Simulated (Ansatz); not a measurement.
Ansatz (a quantum-chemistry and plane-wave program) input (B3LYP-D3(BJ)/def2-TZVP):

Ansatz 0.2 input:
```yaml
crystal:
  periodic: [false, false, false]
  atoms:
    - {symbol: S, position_ang: [-0.79407653, -0.02069915, 0.61353267]}
    - {symbol: S, position_ang: [0.79407653, 0.02069915, -0.61353267]}
    - {symbol: H, position_ang: [-1.69423360, 0.00448942, -0.39988276]}
    - {symbol: H, position_ang: [1.69423360, -0.00448942, 0.39988276]}
basis:
  gaussian:
    orbitals: def2-TZVP
hamiltonian:
  xc: b3lyp
  dispersion: d3bj
total_charge: 1
magnetization: {spin_polarized: true, initial_magnetization: 1}
phonons: {temperatures: {t_min: 298.15, t_max: 298.15, t_step: 100}}
```

Output:

```
Functional definition: B3LYP
integrals: 0.02 GiB planned
630 factors; their error is unknown
mean field: 0.28 GiB planned
mean field evaluation 1: about -21694.7581 eV, gradient 1.7e1 eV
mean field evaluation 2: about -21695.1111 eV, gradient 1.5e1 eV
mean field evaluation 4: about -21696.1630 eV, gradient 4.3e-1 eV
mean field evaluation 8: about -21696.1989 eV, gradient 7.0e-3 eV
mean field evaluation 16: about -21696.1989 eV, gradient 9.9e-6 eV
mean field -21696.19888205 eV, -797.3206027035 hartree, gradient 9.9e-6 eV, S^2 0.755183; 0 other end points of the search recorded, 0 dependent functions left out
the calculation of the forces begins
reference -21696.19908184 eV, -797.3206100456 hartree; 17, 16 occupied and 69, 70 virtual orbitals, 630 factors
these checks for a lower state are left out or cut short: stability, starts, cluster_reference, orbital_swaps, neighbouring_geometries, increment
integrals: 0.02 GiB planned
630 factors; their error is unknown
mean field: 0.28 GiB planned
mean field -21696.19879601 eV, -797.3205995417 hartree, gradient 2.3e-6 eV, S^2 0.755184; 0 other end points of the search recorded, 0 dependent functions left out
the calculation of the forces begins
reference -21696.19899577 eV, -797.3206068825 hartree; 17, 16 occupied and 69, 70 virtual orbitals, 630 factors
these checks for a lower state are left out or cut short: stability, starts, cluster_reference, orbital_swaps, neighbouring_geometries, increment
integrals: 0.02 GiB planned
630 factors; their error is unknown
mean field: 0.28 GiB planned
mean field -21696.19880569 eV, -797.3205998972 hartree, gradient 1.4e-6 eV, S^2 0.755182; 0 other end points of the search recorded, 0 dependent functions left out
the calculation of the forces begins
reference -21696.19900551 eV, -797.3206072405 hartree; 17, 16 occupied and 69, 70 virtual orbitals, 630 factors
these checks for a lower state are left out or cut short: stability, starts, cluster_reference, orbital_swaps, neighbouring_geometries, increment
integrals: 0.02 GiB planned
630 factors; their error is unknown
mean field: 0.28 GiB planned
mean field evaluation 32: about -21696.1988 eV, gradient 7.1e-2 eV
mean field -21696.19883173 eV, -797.3206008544 hartree, gradient 2.3e-6 eV, S^2 0.755184; 0 other end points of the search recorded, 0 dependent functions left out
the calculation of the forces begins
reference -21696.19903150 eV, -797.3206081957 hartree; 17, 16 occupied and 69, 70 virtual orbitals, 630 factors
these checks for a lower state are left out or cut short: stability, starts, cluster_reference, orbital_swaps, neighbouring_geometries, increment
integrals: 0.02 GiB planned
630 factors; their error is unknown
mean field: 0.28 GiB planned
mean field -21696.19885435 eV, -797.3206016857 hartree, gradient 2.5e-6 eV, S^2 0.755182; 0 other end points of the search recorded, 0 dependent functions left out
the calculation of the forces begins
reference -21696.19905416 eV, -797.3206090285 hartree; 17, 16 occupied and 69, 70 virtual orbitals, 630 factors
these checks for a lower state are left out or cut short: stability, starts, cluster_reference, orbital_swaps, neighbouring_geometries, increment
integrals: 0.02 GiB planned
630 factors; their error is unknown
mean field: 0.28 GiB planned
mean field -21696.19883502 eV, -797.3206009753 hartree, gradient 1.2e-6 eV, S^2 0.755184; 0 other end points of the search recorded, 0 dependent functions left out
the calculation of the forces begins
reference -21696.19903482 eV, -797.3206083177 hartree; 17, 16 occupied and 69, 70 virtual orbitals, 630 factors
these checks for a lower state are left out or cut short: stability, starts, cluster_reference, orbital_swaps, neighbouring_geometries, increment
integrals: 0.02 GiB planned
630 factors; their error is unknown
mean field: 0.28 GiB planned
mean field -21696.19883505 eV, -797.3206009762 hartree, gradient 1.0e-6 eV, S^2 0.755183; 0 other end points of the search recorded, 0 dependent functions left out
the calculation of the forces begins
reference -21696.19903483 eV, -797.3206083180 hartree; 17, 16 occupied and 69, 70 virtual orbitals, 630 factors
these checks for a lower state are left out or cut short: stability, starts, cluster_reference, orbital_swaps, neighbouring_geometries, increment
integrals: 0.02 GiB planned
630 factors; their error is unknown
mean field: 0.28 GiB planned
mean field -21696.19885170 eV, -797.3206015882 hartree, gradient 2.6e-6 eV, S^2 0.755183; 0 other end points of the search recorded, 0 dependent functions left out
the calculation of the forces begins
reference -21696.19905148 eV, -797.3206089299 hartree; 17, 16 occupied and 69, 70 virtual orbitals, 630 factors
these checks for a lower state are left out or cut short: stability, starts, cluster_reference, orbital_swaps, neighbouring_geometries, increment
integrals: 0.02 GiB planned
630 factors; their error is unknown
mean field: 0.28 GiB planned
mean field evaluation 64: about -21696.1989 eV, gradient 4.7e-2 eV
mean field -21696.19887247 eV, -797.3206023516 hartree, gradient 2.3e-6 eV, S^2 0.755183; 0 other end points of the search recorded, 0 dependent functions left out
the calculation of the forces begins
reference -21696.19907227 eV, -797.3206096940 hartree; 17, 16 occupied and 69, 70 virtual orbitals, 630 factors
Total energy: -21696.33502916 eV, -797.3256060175 hartree
Atom 0 at    -0.794077    -0.020699     0.613533 Å, force     0.000077     0.000000     0.000005 eV/Å
Atom 1 at     0.794077     0.020699    -0.613533 Å, force    -0.000077    -0.000000    -0.000005 eV/Å
Atom 2 at    -1.694234     0.004489    -0.399883 Å, force    -0.000043     0.000001    -0.000041 eV/Å
Atom 3 at     1.694234    -0.004489     0.399883 Å, force     0.000043    -0.000001     0.000041 eV/Å
Dipole moment:    -0.000000    -0.000000    -0.000000 e Å
Vibrations: 505.12 586.79 790.62 1054.50 2599.90 2604.92 cm⁻¹, zero-point energy 0.504731 eV
```
